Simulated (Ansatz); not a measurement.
AlnHm: PBE0-D4/def2-SVP single points in Ansatz on relaxed structures, gas phase. Each cluster is the lowest isomer that a short search found in that spin, judged at the geometry's level, and lower ones may exist. HOMO and LUMO are taken over both spins. Binding counts from free atoms in the multiplicity of their measured ground term, without zero-point energy. Singlets are spin-restricted. The structures are stationary points that may keep the symmetry of their start. Remarks come from the PBE and PBE0 runs and from stability tests at other levels; not every state was tested.

| species | atoms | state | geometry | HOMO (eV) | LUMO (eV) | gap (eV) | binding per atom (eV) | point group (within 0.1 Å) | remarks |
| --- | --- | --- | --- | --- | --- | --- | --- | --- | --- |
| Al2H2 | 4 | singlet | PBE-D4/def2-TZVP | -6.12 | -3.02 | 3.10 | 1.90 | C2v | – |
| Al3H2 | 5 | doublet | B3LYP-D4/def2-TZVP | -5.42 | -3.26 | 2.16 | 1.93 | C2v | – |
| Al4H | 5 | doublet | PBE0-D4/def2-SVP | -5.11 | -3.37 | 1.74 | 1.80 | C2v | – |
| Al3H3 | 6 | singlet | PBE-D4/def2-TZVP | -6.06 | -2.61 | 3.45 | 2.11 | Cs | restricted SCF unstable in HF |
| Al7H | 8 | singlet | B3LYP-D4/def2-SVP | -5.25 | -3.13 | 2.12 | 2.12 | – | restricted SCF unstable in HF |

The gap (eV) runs from 1.74 (Al4H) to 3.45 (Al3H3). The binding per atom (eV) runs from 1.80 (Al4H) to 2.12 (Al7H).
